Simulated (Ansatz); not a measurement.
Job for Ansatz (a program for electronic structure): R-CAM-B3LYP/def2-TZVPP on Cl2OZr (SMILES [O]=[Zr]([Cl])[Cl]). Elements past Kr take the def2 small-core potentials; no spin–orbit coupling.

Ansatz 0.2 input:
```yaml
crystal:
  periodic: [false, false, false]
  atoms:
    - {symbol: Zr, position_ang: [0.11532033, -0.00154618, -0.33160966]}
    - {symbol: O, position_ang: [1.79859200, -0.00737433, 0.09803050]}
    - {symbol: Cl, position_ang: [-0.94807777, 2.09079796, 0.11018618]}
    - {symbol: Cl, position_ang: [-0.96593457, -2.08187745, 0.12339298]}
basis:
  gaussian:
    orbitals: def2-TZVPP
hamiltonian:
  xc: {name: CAM-B3LYP}
scf: {lower_state_search: off}
```

Program output:

```
WARN ansatz: RAYON_NUM_THREADS=4 ignored (pool sized by the plan → 4); use --threads N
Functional definition: CAM-B3LYP
these checks for a lower state are left out or cut short: stability, starts, cluster_reference, orbital_swaps, neighbouring_geometries, increment
integrals: 0.12 GiB planned
1123 factors; their error is unknown
integrals: 0.16 GiB planned
228 factors; integrals over basis functions are off by at most 1.8e-5 eV
mean field: 0.93 GiB planned
mean field evaluation 1: about -28366.5919 eV, gradient 8.0e1 eV
mean field evaluation 2: about -28209.1928 eV, gradient 2.5e2 eV
mean field evaluation 4: about -28378.7573 eV, gradient 8.4e0 eV
mean field evaluation 8: about -28378.8838 eV, gradient 1.7e-1 eV
mean field evaluation 16: about -28378.9509 eV, gradient 1.4e-4 eV
mean field -28378.95089868 eV, -1042.9072095827 hartree, gradient 8.8e-7 eV, S^2 0.000000; 0 other end points of the search recorded, 0 dependent functions left out
reference -28378.95103411 eV, -1042.9072145597 hartree; 27, 27 occupied and 144, 144 virtual orbitals, 1123 factors
Total energy: -28378.95103411 eV, -1042.9072145597 hartree
Checks for a lower state left out: stability, starts, cluster_reference, orbital_swaps, neighbouring_geometries, increment
```

The calculation finished and met its thresholds.

Cost: around 4 core-seconds (rough).
